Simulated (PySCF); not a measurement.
F3GeH.
InChI=1S/F3GeH/c1-4(2)3/h4H

The calculation used PySCF 2.14.0, PBE0-D3(BJ)/def2-SVP geometry optimisation, gas phase.

Take the most abundant isotopes and a rigid rotor. 

**Question.** What are A, B and C (GHz)?

**Answer.** Ia = 88.35, Ib = 88.48, Ic = 142.98 u·Å²; 505379 MHz·u·Å²/I gives 5720, 5712 and 3535 MHz, that is A = 5.7200, B = 5.7120, C = 3.5346 GHz.

**Question.** What kind of rotor is it?

**Answer.** An oblate symmetric top, as the point group C3v requires two equal moments; the computed ones differ by 0.14 % because the geometry is symmetric only within the optimiser's tolerance; Ray's κ = 0.993.

**Question.** What does the inertial defect say?

**Answer.** Not planar: Δ = Ic − Ia − Ib = -33.85 u·Å². For a rigid frame Δ = −2 Σ m c², so Σ m c² = 16.92 u·Å² lies off the ab plane: 3.22 from hydrogen and 13.70 from heavier atoms. The atom farthest from that plane is 1.79 Å away.

**Question.** Where do the R-branch lines fall?

**Answer.** The dipole of 2.46 D lies along the symmetry axis, so ΔK = 0 and J+1 ← J falls at 2B(J+1) for every K: 11.43 GHz, 22.86 GHz, 34.30 GHz, 45.73 GHz, 57.16 GHz for J = 0 to 4.

Stationary, but not proved a minimum. Zero-point vibration and centrifugal distortion are left out.

Hardware: one thread, Arm Neoverse V1 (aarch64) (shared host). Cost: 11 s wall, 0.33 GiB resident at most. This is the geometry optimisation.
